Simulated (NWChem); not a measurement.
System: C$_{3}$H$_{5}$N; SMILES C#CCN

NWChem input:

```
start job
memory heap 200 mb stack 900 mb global 1100 mb
geometry units angstroms noautosym nocenter noautoz
  C      0.258218    -1.932267     0.000000
  C     -0.158735    -0.794123     0.000000
  C     -0.610001     0.603743     0.000000
  N      0.436612     1.608806     0.000000
  H      0.620421    -2.943780     0.000000
  H     -1.260176     0.765838     0.876664
  H     -1.260176     0.765838    -0.876664
  H      1.037215     1.479651    -0.812430
  H      1.037215     1.479651     0.812430
end
basis spherical
  * library 6-31g*
end
dft
  xc hfexch
  iterations 150
end
property
  efieldgrad
end
task dft property
```

Parts of the log:

```
             Northwest Computational Chemistry Package (NWChem) 7.3.0
             --------------------------------------------------------

                             Geometry "geometry" -> ""
                             -------------------------

 Output coordinates in angstroms (scale by  1.889725989 to convert to a.u.)

  No.       Tag          Charge          X              Y              Z
 ---- ---------------- ---------- -------------- -------------- --------------
    1 C                    6.0000     0.25821800    -1.93226700     0.00000000
    2 C                    6.0000    -0.15873500    -0.79412300     0.00000000
    3 C                    6.0000    -0.61000100     0.60374300     0.00000000
    4 N                    7.0000     0.43661200     1.60880600     0.00000000
    5 H                    1.0000     0.62042100    -2.94378000     0.00000000
    6 H                    1.0000    -1.26017600     0.76583800     0.87666400
    7 H                    1.0000    -1.26017600     0.76583800    -0.87666400
    8 H                    1.0000     1.03721500     1.47965100    -0.81243000
    9 H                    1.0000     1.03721500     1.47965100     0.81243000

 Effective nuclear repulsion energy (a.u.)     103.0866047306

  xc_inp: hfexch multiplicative factor not found.
                              NWChem Property Module
                              ----------------------

  itol2e modified to match energy
  convergence criterion.

                                 NWChem DFT Module
                                 -----------------

 Summary of "ao basis" -> "ao basis" (spherical)
 ------------------------------------------------------------------------------
       Tag                 Description            Shells   Functions and Types
 ---------------- ------------------------------  ------  ---------------------
 C                           6-31g*                  6       14   3s2p1d
 N                           6-31g*                  6       14   3s2p1d
 H                           6-31g*                  2        2   2s

  itol2e modified to match energy
  convergence criterion.

            General Information
            -------------------
          SCF calculation type: DFT
          Wavefunction type:  closed shell.
          No. of atoms     :     9
          No. of electrons :    30
           Alpha electrons :    15
            Beta electrons :    15
          Charge           :     0
          Spin multiplicity:     1
          Use of symmetry is: off; symmetry adaption is: off
          Maximum number of iterations: 150
          AO basis - number of functions:    66
                     number of shells:    34
          Convergence on energy requested:  1.00D-07
          Convergence on density requested:  1.00D-05
          Convergence on gradient requested:  5.00D-04

              XC Information
              --------------
                     Hartree-Fock (Exact) Exchange  1.000

      Superposition of Atomic Density Guess
      -------------------------------------

 Sum of atomic energies:        -169.76566339

      Non-variational initial energy
      ------------------------------

 Total energy =    -171.996883
 1-e energy   =    -431.354873
 2-e energy   =     156.271385
 HOMO         =      -0.310463
 LUMO         =       0.062186

   convergence    iter        energy       DeltaE   RMS-Dens  Diis-err
 ---------------- ----- ----------------- --------- --------- ---------
 d= 0,ls=0.0,diis     1   -170.8214356871 -2.74D+02  1.15D-02  3.50D-01
 d= 0,ls=0.0,diis     2   -170.8718052240 -5.04D-02  2.81D-03  4.57D-02
 d= 0,ls=0.0,diis     3   -170.8773044893 -5.50D-03  1.53D-03  6.93D-03
 d= 0,ls=0.0,diis     4   -170.8782527246 -9.48D-04  3.22D-04  6.55D-04
 d= 0,ls=0.0,diis     5   -170.8783384855 -8.58D-05  9.99D-05  2.67D-05
  Resetting Diis
 d= 0,ls=0.0,diis     6   -170.8783440987 -5.61D-06  3.73D-05  2.75D-06
 d= 0,ls=0.0,diis     7   -170.8783448214 -7.23D-07  1.24D-05  2.80D-07
 d= 0,ls=0.0,diis     8   -170.8783449096 -8.83D-08  5.96D-06  7.29D-08

[...]

          -----------------------
          Electric field gradient
          -----------------------

 1 a.u. = 0.324123 10**(16) esu/cm**3  ( or statvolts/cm**2 ) = 0.97174 10**(22) v/m**2

 ------------------------------------------------------------
   Atom      X         Y         Z
 ------------------------------------------------------------
    1 C    0.48796  -3.65146   0.00000
 ------------------------------------------------------------

 Electric field gradient in molecular frame (a.u.)
         XX             YY             ZZ             XY             XZ             YZ
 ------------------------------------------------------------------------------------------
       -0.102380       0.185105      -0.082725      -0.110168       0.000000       0.000000

 Principal components (a.u.) and orientation
 of principal axis w.r.t. absolute frame                      Asymmetry parameter eta
 --------------------------------------------------------------------------------------
        0.222467      -0.139742      -0.082725                       0.256295

       -0.321170       0.947022       0.000000
        0.947022       0.321170       0.000000
        0.000000       0.000000       1.000000

 ------------------------------------------------------------
   Atom      X         Y         Z
 ------------------------------------------------------------
    2 C   -0.29997  -1.50067   0.00000
 ------------------------------------------------------------

 Electric field gradient in molecular frame (a.u.)
         XX             YY             ZZ             XY             XZ             YZ
 ------------------------------------------------------------------------------------------
       -0.093217       0.258202      -0.164985      -0.124653      -0.000000      -0.000000

 Principal components (a.u.) and orientation
 of principal axis w.r.t. absolute frame                      Asymmetry parameter eta
 --------------------------------------------------------------------------------------
        0.297927      -0.164985      -0.132943                       0.107550

       -0.303642       0.000000       0.952786
        0.952786       0.000000       0.303642
        0.000000       1.000000       0.000000

 ------------------------------------------------------------
   Atom      X         Y         Z
 ------------------------------------------------------------
    3 C   -1.15273   1.14091   0.00000
 ------------------------------------------------------------

 Electric field gradient in molecular frame (a.u.)
         XX             YY             ZZ             XY             XZ             YZ
 ------------------------------------------------------------------------------------------
       -0.014245      -0.149804       0.164049      -0.048322      -0.000000      -0.000000

 Principal components (a.u.) and orientation
 of principal axis w.r.t. absolute frame                      Asymmetry parameter eta
 --------------------------------------------------------------------------------------
       -0.165265       0.164049       0.001216                       0.985280

        0.304749       0.000000       0.952433
        0.952433       0.000000      -0.304749
        0.000000       1.000000       0.000000

 ------------------------------------------------------------
   Atom      X         Y         Z
 ------------------------------------------------------------
    4 N    0.82508   3.04020   0.00000
 ------------------------------------------------------------

 Electric field gradient in molecular frame (a.u.)
         XX             YY             ZZ             XY             XZ             YZ
 ------------------------------------------------------------------------------------------
       -0.302206       0.750144      -0.447939      -0.683959      -0.000000      -0.000000

 Principal components (a.u.) and orientation
 of principal axis w.r.t. absolute frame                      Asymmetry parameter eta
 --------------------------------------------------------------------------------------
        1.086906      -0.638967      -0.447939                       0.175755

       -0.441730       0.897148       0.000000
        0.897148       0.441730       0.000000
        0.000000       0.000000       1.000000

 ------------------------------------------------------------
   Atom      X         Y         Z
 ------------------------------------------------------------
    5 H    1.17243  -5.56294   0.00000
 ------------------------------------------------------------

 Electric field gradient in molecular frame (a.u.)
         XX             YY             ZZ             XY             XZ             YZ
 ------------------------------------------------------------------------------------------
        0.107337      -0.272848       0.165511       0.156363       0.000000       0.000000

 Principal components (a.u.) and orientation
 of principal axis w.r.t. absolute frame                      Asymmetry parameter eta
 --------------------------------------------------------------------------------------
       -0.328895       0.165511       0.163383                       0.006471

       -0.337419       0.000000       0.941355
        0.941355       0.000000       0.337419
        0.000000       1.000000       0.000000

 ------------------------------------------------------------
   Atom      X         Y         Z
 ------------------------------------------------------------
    6 H   -2.38139   1.44722   1.65665
 ------------------------------------------------------------

 Electric field gradient in molecular frame (a.u.)
         XX             YY             ZZ             XY             XZ             YZ
 ------------------------------------------------------------------------------------------
       -0.004059       0.124784      -0.120726       0.032903       0.196014      -0.050008

[...]
```

Level: Hartree-Fock/6-31G* (spherical d). Structure relaxed at the PBE0/def2-SVP level. NWChem prints the field gradient with the sign opposite to the second derivative of the potential.
